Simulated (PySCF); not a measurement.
Job file and geometry (Å, from GFN2-xTB) of a spin–spin coupling run on SMILES C[NH][GeH3], CH$_{7}$GeN, B3LYP/pcJ-1 Ge:pcSseg-1 indirect spin-spin coupling, non-relativistic, gas phase in PySCF; density fitting, a coarse starting grid and PySCF grid level 2 are the driver's defaults:

```
$ OMP_NUM_THREADS=1 python probes_run.py task.json out

{"job": {"kind": "j", "xc": "B3LYP", "basis": "pcJ-1"}, "charge": 0, "multiplicity": 1}
C     -1.410567    -0.134228    -0.047707
N     -0.195179     0.651966    -0.166726
Ge     1.441135    -0.104732    -0.004365
H     -1.266908    -1.073062    -0.581954
H     -2.244464     0.400978    -0.505718
H     -1.678789    -0.369978     0.988593
H     -0.306260     1.550365     0.284590
H      1.511503    -1.151836    -1.067430
H      1.744100    -0.765226     1.320396
H      2.414311     1.000408    -0.242207
```

Question: Write the output of this run.

Answer: 
```
coarse grid: 35024 points
cycle   1  E = -2173.8245467841  dE = -5.755e-01  |g| = 9.769e-01  |ddm| = 2.513e+00
cycle   2  E = -2173.7338473415  dE =  9.070e-02  |g| = 1.152e+00  |ddm| = 1.171e+00
cycle   3  E = -2173.8948833034  dE = -1.610e-01  |g| = 2.037e-01  |ddm| = 8.877e-01
cycle   4  E = -2173.9029995929  dE = -8.116e-03  |g| = 6.524e-02  |ddm| = 1.852e-01
cycle   5  E = -2173.9036178989  dE = -6.183e-04  |g| = 7.798e-03  |ddm| = 4.819e-02
cycle   6  E = -2173.9036302628  dE = -1.236e-05  |g| = 1.707e-03  |ddm| = 8.464e-03
cycle   7  E = -2173.9036308708  dE = -6.080e-07  |g| = 5.545e-04  |ddm| = 1.385e-03
final grid: 72848 points
cycle   8  E = -2173.9036318961  dE =  6.858e-10  |g| = 6.595e-04  |ddm| = 1.105e-03
cycle   9  E = -2173.9036318536  dE =  4.250e-08  |g| = 8.165e-04  |ddm| = 8.808e-04
cycle  10  E = -2173.9036319880  dE = -1.343e-07  |g| = 3.844e-05  |ddm| = 4.644e-04
cycle  11  E = -2173.9036319882  dE = -2.465e-10  |g| = 1.572e-05  |ddm| = 4.394e-05
converged SCF energy = -2173.9036319882

Indirect spin-spin couplings (Hz)
  i      j    bonds     total        FC       PSO       DSO        SD
  0 C    1 N    1     -6.172    -5.301    -0.087    -0.109    -0.674
  0 C    3 H    1    136.617   135.074     0.730     0.814         -
  0 C    4 H    1    142.675   141.248     0.702     0.724         -
  0 C    5 H    1    137.071   135.548     0.755     0.768         -
  0 C    6 H    2     -1.308    -1.555     0.543    -0.295         -
  0 C    7 H    3      0.525     0.573     0.063    -0.111         -
  0 C    8 H    3     -0.307    -0.147     0.115    -0.275         -
  0 C    9 H    3      8.668     9.167     0.315    -0.814         -
  1 N    3 H    2     -1.635    -1.315    -0.253    -0.038    -0.028
  1 N    4 H    2     -2.554    -2.314    -0.251     0.006     0.004
  1 N    5 H    2      0.299     0.516    -0.259     0.027     0.014
  1 N    6 H    1    -75.557   -71.570    -3.004    -0.556    -0.428
  1 N    7 H    2     -8.433    -8.667    -0.018     0.237     0.015
  1 N    8 H    2      0.098    -0.181    -0.127     0.387     0.020
  1 N    9 H    2     -7.991    -8.222    -0.030     0.234     0.027
  3 H    4 H    2    -14.029   -14.382     2.724    -2.371         -
  3 H    5 H    2    -11.629   -12.089     2.661    -2.201         -
  3 H    6 H    3     16.677    16.369     3.726    -3.418         -
  3 H    7 H    4      0.755    -0.072    -0.968     1.795         -
  3 H    8 H    4     -0.426     0.217     0.284    -0.928         -
  3 H    9 H    4     -1.624     0.515     1.161    -3.301         -
  4 H    5 H    2     -9.383    -9.689     2.776    -2.470         -
  4 H    6 H    3      3.571     3.256     0.719    -0.404         -
  4 H    7 H    4     -0.269    -0.066     0.972    -1.174         -
  4 H    9 H    4      0.716     1.617     1.170    -2.071         -
  5 H    6 H    3      2.076     1.752     0.916    -0.593         -
  5 H    7 H    4     -0.228     0.325     0.822    -1.375         -
  5 H    8 H    4      1.350     1.219    -0.173     0.303         -
  5 H    9 H    4     -2.053    -0.485     1.155    -2.723         -
  6 H    7 H    3      7.671    10.028     2.320    -4.677         -
  6 H    8 H    3     -3.726    -2.316     1.053    -2.463         -
  6 H    9 H    3      0.412     0.569     0.104    -0.261         -
  7 H    8 H    2     19.420    22.758     1.172    -4.510         -
  7 H    9 H    2      5.125     9.158     1.385    -5.418         -
  8 H    9 H    2     16.371    19.945     1.264    -4.837         -
```

Size and cost of the density-fitted run: 165 basis functions, 11 s wall time on 1 thread of an Arm Neoverse V2, shared host; peak memory 0.8 GiB.
